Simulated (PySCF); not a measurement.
# Cr (chromium, neutral) across methods

[Ar] 3d6, high-spin 5D determinant (an excited configuration). Computed with PySCF 2.14 in def2-QZVPPD (11s6p5d3f2g, 93 functions), with no relativity, point nucleus.

```json
{"method": "LDA", "E (hartree)": "-1042.056", "mean ε 3p β (eV)": "-40.450", "mean ε 3d α (eV)": "-2.245", "mean ε 3d β (eV)": "0.080", "Σ⟨r²⟩ (bohr²)": "36.83", "⟨S²⟩": "6.045"}
{"method": "wB97X-V", "E (hartree)": "-1044.145", "mean ε 3p β (eV)": "-45.183", "mean ε 3d α (eV)": "-5.441", "mean ε 3d β (eV)": "-2.486", "Σ⟨r²⟩ (bohr²)": "35.32", "⟨S²⟩": "6.053"}
{"method": "HSE06", "E (hartree)": "-1044.100", "mean ε 3p β (eV)": "-42.566", "mean ε 3d α (eV)": "-3.169", "mean ε 3d β (eV)": "-0.083", "Σ⟨r²⟩ (bohr²)": "36.65", "⟨S²⟩": "6.101"}
{"method": "PBE", "E (hartree)": "-1044.073", "mean ε 3p β (eV)": "-40.400", "mean ε 3d α (eV)": "-2.099", "mean ε 3d β (eV)": "0.070", "Σ⟨r²⟩ (bohr²)": "37.26", "⟨S²⟩": "6.051"}
{"method": "CAM-B3LYP", "E (hartree)": "-1044.342", "mean ε 3p β (eV)": "-44.171", "mean ε 3d α (eV)": "-4.691", "mean ε 3d β (eV)": "-1.695", "Σ⟨r²⟩ (bohr²)": "35.74", "⟨S²⟩": "6.068"}
{"method": "r2SCAN", "E (hartree)": "-1044.265", "mean ε 3p β (eV)": "-41.133", "mean ε 3d α (eV)": "-2.358", "mean ε 3d β (eV)": "0.163", "Σ⟨r²⟩ (bohr²)": "37.74", "⟨S²⟩": "6.121"}
{"method": "PBE0", "E (hartree)": "-1044.082", "mean ε 3p β (eV)": "-42.943", "mean ε 3d α (eV)": "-3.599", "mean ε 3d β (eV)": "-0.417", "Σ⟨r²⟩ (bohr²)": "36.76", "⟨S²⟩": "6.110"}
```

The highest occupied level is positive at LDA, PBE, r2SCAN: only the finite basis holds that electron, which in a density functional comes from self-interaction.
